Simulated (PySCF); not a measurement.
O (SMILES [O-]), charge -1, doublet; MP2/def2-SVPD in PySCF.

Input for PySCF:
```python
from pyscf import gto, scf, mp

mol = gto.Mole()
mol.atom = '''
    O     0.00000000    0.00000000    0.00000000
'''
mol.basis = 'def2-svpd'
mol.charge = -1
mol.spin = 1
mol.verbose = 4
mol.build()

mf = scf.UHF(mol)
mf.kernel()

pt = mp.MP2(mf, frozen=1)
pt.kernel()
print('E(MP2) = %.10f' % pt.e_tot)
```

Output, abridged:

```
PySCF version 2.14.0

[INPUT] verbose = 4
[INPUT] num. atoms = 1
[INPUT] num. electrons = 9
[INPUT] charge = -1
[INPUT] spin (= nelec alpha-beta = 2S) = 1
[INPUT] symmetry False subgroup None
[INPUT] Mole.unit = angstrom
[INPUT] Symbol           X                Y                Z      unit          X                Y                Z       unit  Magmom
[INPUT]  1 O      0.000000000000   0.000000000000   0.000000000000 AA    0.000000000000   0.000000000000   0.000000000000 Bohr   0.0

nuclear repulsion = 0
number of shells = 9
number of NR pGTOs = 33
number of NR cGTOs = 23
basis = def2-svpd
ecp = {}

******** <class 'pyscf.scf.uhf.UHF'> ********
method = UHF
initial guess = minao
damping factor = 0
level_shift factor = 0
DIIS = <class 'pyscf.scf.diis.CDIIS'>
diis_start_cycle = 1
diis_space = 8
diis_damp = 0
SCF conv_tol = 1e-09
SCF conv_tol_grad = None
SCF max_cycles = 50
direct_scf = True
direct_scf_tol = 1e-13
number electrons alpha = 5  beta = 4
Set gradient conv threshold to 3.16228e-05
init E= -74.1884832624623

cycle= 1 E= -74.6587359226459  delta_E= -0.47  |g|= 0.293  |ddm|= 0.639
cycle= 2 E= -74.6893931094078  delta_E= -0.0307  |g|= 0.207  |ddm|= 0.39
cycle= 3 E= -74.7067768132723  delta_E= -0.0174  |g|= 0.0214  |ddm|= 0.133
cycle= 4 E= -74.7074482329751  delta_E= -0.000671  |g|= 0.0104  |ddm|= 0.036
cycle= 5 E= -74.7077148650571  delta_E= -0.000267  |g|= 0.00539  |ddm|= 0.0248
cycle= 6 E= -74.7078242661647  delta_E= -0.000109  |g|= 0.00239  |ddm|= 0.022
cycle= 7 E= -74.7078477814998  delta_E= -2.35e-05  |g|= 0.000457  |ddm|= 0.0132
cycle= 8 E= -74.7078481641947  delta_E= -3.83e-07  |g|= 3.47e-05  |ddm|= 0.00186
cycle= 9 E= -74.707848168623  delta_E= -4.43e-09  |g|= 6.8e-06  |ddm|= 0.000181
cycle= 10 E= -74.7078481687452  delta_E= -1.22e-10  |g|= 7.65e-07  |ddm|= 3.29e-05
Extra cycle  E= -74.7078481687456  delta_E= -4.55e-13  |g|= 4.71e-07  |ddm|= 1.15e-06
converged SCF energy = -74.7078481687456  <S^2> = 0.76851239  2S+1 = 2.0184275

******** <class 'pyscf.mp.ump2.UMP2'> ********
nocc = (np.int64(4), np.int64(3)), nmo = (22, 22)
frozen orbitals 1
E(UMP2) = -74.8795435783497  E_corr = -0.171695409604018
E(SCS-UMP2) = -74.8750863659742  E_corr = -0.167238197228513
E_corr(same-spin) = -0.0447649549572795
E_corr(oppo-spin) = -0.126930454646738
E(MP2) = -74.8795435783
```
